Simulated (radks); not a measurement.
Task: The mean radii <r> (bohr) of the occupied orbitals of an atom or ion are listed with their occupations. Method: non-relativistic Kohn-Sham, TPSS, spin-polarised, spherical densities, point nucleus; meta-GGA in the generalised Kohn-Sham scheme; computed with a radial shooting solver on a logarithmic mesh with Libxc functionals.

| orbital | occ. | <r> |
|---|---|---|
| 1s up | 1 | 0.02447 |
| 1s down | 1 | 0.02447 |
| 2s up | 1 | 0.1042 |
| 2s down | 1 | 0.1042 |
| 2p up | 3 | 0.08847 |
| 2p down | 3 | 0.08847 |
| 3s up | 1 | 0.2671 |
| 3s down | 1 | 0.2670 |
| 3p up | 3 | 0.2566 |
| 3p down | 3 | 0.2565 |
| 3d up | 5 | 0.2276 |
| 3d down | 5 | 0.2275 |
| 4s up | 1 | 0.5461 |
| 4s down | 1 | 0.5465 |
| 4p up | 3 | 0.5473 |
| 4p down | 1 | 0.5477 |

Name the element and its charge. Open shells, if any, are filled with parallel spins first.

Result: Z = 62, samarium, charge +28: Sm28+ in [Ar] 3d10 4s2 4p4. The 1s radius gives Z: for a bare nucleus <r> = 1.5/Z, 0.02419 bohr for Z = 62, and screening makes it slightly larger (0.02447 here). The occupations add up to 34, and the charge is Z minus that.
